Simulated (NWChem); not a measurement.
SiHF3; SMILES F[SiH](F)F

```xyz
5

Si     0.0000     0.0000     0.3275
F      1.4431    -0.3847    -0.2431
F     -1.0547    -1.0574    -0.2431
F     -0.3884     1.4421    -0.2431
H      0.0000     0.0000     1.7936
```
Atoms are numbered in this order, from 1.

All runs: NWChem. Pople sets run with spherical d functions. Coordinates come from a PBE0/def2-SVP optimisation. Static field.

```json
[
 {"level": "PBE/6-31+G*", "isotropic polarisability (bohr³)": "[?]", "anisotropy (bohr³)": "0.4"},
 {"level": "B3LYP/6-31+G*", "isotropic polarisability (bohr³)": "21.9", "anisotropy (bohr³)": "0.5"},
 {"level": "BHandHLYP/6-31+G*", "isotropic polarisability (bohr³)": "20.4", "anisotropy (bohr³)": "0.7"},
 {"level": "LC-BLYP (range parameter 0.33 per bohr)/6-31+G*", "isotropic polarisability (bohr³)": "22.6", "anisotropy (bohr³)": "0.4"}
]
```

Q: Fill in the missing entries.

A: 
- PBE/6-31+G*, isotropic polarisability (bohr³): 23.3
